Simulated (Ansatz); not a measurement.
Start from `[Cl][GeH]([Cl])[Br]` and change one atom or group to get `[Cl][GeH]([Cl])[SeH]`.

Ansatz, PBE0-D4/def2-TZVP geometries, multiplicity 1. Each molecule was computed in one conformer, which needn't be the lowest.

Scalar relativity is left out up to krypton.

```csv
property,`[Cl][GeH]([Cl])[Br]`
HOMO energy (B3LYP/def2-TZVPP) / eV,-8.65
HOMO energy (PBE0/def2-TZVPP) / eV,-8.95
HOMO–LUMO gap (ωB97M-V/def2-TZVPP) / eV,11.50
LUMO energy (B3LYP/def2-TZVPP) / eV,-1.98
zero-point energy (PBE0-D4/def2-TZVP) / kJ/mol,31.2
HOMO–LUMO gap (B3LYP/def2-TZVPP) / eV,6.67
```

Q: Give the same properties after the change, and the shifts. (Best estimate.)

A: Computed: 
```csv
property,`[Cl][GeH]([Cl])[SeH]`,shift
HOMO energy (B3LYP/def2-TZVPP) / eV,-7.41,1.24
HOMO energy (PBE0/def2-TZVPP) / eV,-7.67,1.28
HOMO–LUMO gap (ωB97M-V/def2-TZVPP) / eV,10.25,-1.25
LUMO energy (B3LYP/def2-TZVPP) / eV,-1.83,0.15
zero-point energy (PBE0-D4/def2-TZVP) / kJ/mol,50.0,18.8
HOMO–LUMO gap (B3LYP/def2-TZVPP) / eV,5.58,-1.09
```

With PBE0 the HOMO rises by 1.28 eV and the LUMO rises by 0.13 eV, so the gap narrows by about 1.15 eV. PBE moves the HOMO by 1.13 eV and ωB97M-V by 1.33 eV. The zero-point energy changes by 18.8 kJ/mol with +3 modes.

B3LYP here is the variant with VWN-RPA as its local correlation; programs differ in this.

Spin–orbit coupling is left out; it splits and shifts lone-pair levels of the heavy atoms by tenths of an eV.
